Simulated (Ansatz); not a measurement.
C₂H₈InN, SMILES `C[CH2][InH][NH2]` at its PBE0-D4/def2-TZVP geometry, where that method's forces vanish. The species carries charge 0 and has multiplicity 1. In: def2 effective core potential.

```xyz
12

C    -0.9923    1.1825    0.4600
C     0.2918    1.2177   -0.3579
In    1.1763   -0.7273   -0.6503
N     0.1279   -2.2028    0.2394
H    -0.8260    0.7708    1.4590
H    -1.7600    0.5665   -0.0157
H    -1.4172    2.1835    0.5904
H     0.1157    1.6535   -1.3456
H     1.0428    1.8541    0.1192
H     2.5804   -1.2617   -1.4820
H     0.3778   -3.1772    0.2168
H    -0.7174   -2.0595    0.7667
```

Q: What forces (eV/Å) does ωB97M-V/def2-TZVPP give on these atoms in Ansatz? (Best estimate.)

A: The calculation gave: 
```
C1  -0.207  0.025  0.128
C2   0.245 -0.004 -0.156
In3  0.031 -0.003 -0.020
N4  -0.001  0.002  0.000
H5  -0.008  0.023 -0.072
H6   0.059  0.037  0.032
H7   0.033 -0.089 -0.008
H8   0.005 -0.013  0.088
H9  -0.075 -0.030 -0.038
H10 -0.079  0.050  0.044
H11 -0.028  0.030  0.015
H12  0.025 -0.028 -0.013
```
